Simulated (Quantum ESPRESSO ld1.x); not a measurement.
The numbers below are computed, except where a source is named.
Problem. The mean radii <r> (bohr) of the occupied orbitals of an atom or ion are listed with their occupations. Level of theory: Dirac Kohn-Sham, LDA (Slater exchange, VWN5 correlation), spin-unpolarised, spherical densities, point nucleus (ld1.x of Quantum ESPRESSO 7.5).

orbital  occ.      <r>
1s1/2       2  0.03022

Name the element and its charge. Open shells, if any, fill j = l - 1/2 first.

Solution. Z = 48, cadmium, charge +46: Cd46+ in [He]. The 1s radius gives Z: for a bare nucleus <r> = (2 gamma + 1)/(2Z) with gamma = sqrt(1 - (Z/c)^2), 0.02993 bohr for Z = 48, and screening makes it slightly larger (0.03022 here). The occupations add up to 2, and the charge is Z minus that.
